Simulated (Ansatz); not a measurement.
Ansatz (an electronic-structure program) input (MP2/6-311+G**): The .json file is the Basis Set Exchange's 6-311+G**.

Ansatz 0.2 input:
```yaml
crystal:
  periodic: [false, false, false]
  atoms:
    - {symbol: Be, position_ang: [-0.87992344, -0.51025829, -0.68985964]}
    - {symbol: C, position_ang: [0.30537839, 0.17708570, 0.23941654]}
    - {symbol: H, position_ang: [0.85331289, -0.61161243, 0.76365012]}
    - {symbol: H, position_ang: [-0.15481764, 0.85375314, 0.96566621]}
    - {symbol: H, position_ang: [0.98892816, 0.73637827, -0.40637702]}
basis:
  gaussian:
    orbitals: 6-311+G__.json
total_charge: 1
magnetization: {spin_polarized: false}
correlation: {method: mp2, electrons: outside_noble_gas}
```

From the last part of the output:

```
WARN ansatz: RAYON_NUM_THREADS=1 ignored (pool sized by the plan → 1); use --threads N
Functional definition: HF
integrals: 0.01 GiB planned
500 factors; integrals over basis functions are off by at most 9.6e-4 eV
mean field: 0.09 GiB planned
mean field evaluation 1: about -1462.2463 eV, gradient 4.8e1 eV
mean field evaluation 2: about -1462.2470 eV, gradient 4.8e1 eV
mean field evaluation 4: about -1467.5490 eV, gradient 2.1e0 eV
mean field evaluation 8: about -1467.5700 eV, gradient 9.3e-2 eV
mean field -1467.57015542 eV, -53.9322084569 hartree, gradient 3.5e-6 eV, S^2 0.000000; 0 other end points of the search recorded, 0 dependent functions left out
2 core orbitals not correlated
reference -1467.57015542 eV, -53.9322084569 hartree; 4, 4 occupied and 56, 56 virtual orbitals, 500 factors
second order -4.86735578 eV of doubles, -0.00000000 eV of singles
Total energy: -1472.43751120 eV, -54.1110804828 hartree
```

The dipole moment of an ion depends on the origin.
